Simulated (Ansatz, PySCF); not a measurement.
Reaction (SMILES): CC(C)C → C[C](C)C + H atom (the C-H bond at the site shown breaks; other sites are not compared here)
Structures are relaxed separately at B3LYP-D3(BJ)/def2-TZVP in Ansatz (a first-principles code).

Property: bond dissociation energy (enthalpy at 298 K, with B3LYP-D3(BJ) rigid-rotor harmonic-oscillator terms from PySCF), in kJ/mol. Correlated levels leave the core frozen unless marked. UHF or UKS for open shells. Spin-orbit coupling is left out. No relativistic terms. Basis-set limits of correlation are two-point, X^-3; Hartree-Fock from the larger set. The bracket is a focal-point correction in the basis named.

```json
[
 {"level": "HF-D3(BJ)/def2-TZVPD", "program": "PySCF + dftd3", "bond dissociation energy (kJ/mol)": "310.2"},
 {"level": "HF-D4/def2-TZVPD", "program": "PySCF + dftd4", "bond dissociation energy (kJ/mol)": "304.8"},
 {"level": "PBE-D3(BJ)/def2-TZVPD", "program": "Ansatz + dftd3", "bond dissociation energy (kJ/mol)": "[?]"},
 {"level": "r2SCAN-D3(BJ)/def2-TZVPD", "program": "Ansatz + dftd3", "bond dissociation energy (kJ/mol)": "373.4"},
 {"level": "B97M-V/def2-TZVPD", "program": "Ansatz", "bond dissociation energy (kJ/mol)": "[?]"},
 {"level": "PBE0-D4/def2-TZVP", "program": "Ansatz + dftd4", "bond dissociation energy (kJ/mol)": "[?]"},
 {"level": "r2SCANh/def2-TZVPD", "program": "Ansatz", "bond dissociation energy (kJ/mol)": "373.6"},
 {"level": "LC-wPBE-D3(BJ)/def2-TZVPD", "program": "Ansatz + dftd3", "bond dissociation energy (kJ/mol)": "[?]"},
 {"level": "wB97X/def2-TZVPD", "program": "Ansatz", "bond dissociation energy (kJ/mol)": "391.2"},
 {"level": "PBE-QIDH/def2-TZVPD", "program": "Ansatz", "bond dissociation energy (kJ/mol)": "388.5"},
 {"level": "SCS-MP2/6-31G", "program": "Ansatz", "bond dissociation energy (kJ/mol)": "360.4"},
 {"level": "RI-MP2/CBS(cc-pVTZ,cc-pVQZ)+[CCSD(T)-MP2]/cc-pVDZ", "program": "Ansatz", "bond dissociation energy (kJ/mol)": "410.1"}
]
```

### Question
Some entries are withheld; supply them.

### Answer

- PBE-D3(BJ)/def2-TZVPD, bond dissociation energy (kJ/mol): 377.2
- B97M-V/def2-TZVPD, bond dissociation energy (kJ/mol): 387.2
- PBE0-D4/def2-TZVP, bond dissociation energy (kJ/mol): 379.9
- LC-wPBE-D3(BJ)/def2-TZVPD, bond dissociation energy (kJ/mol): 382.8
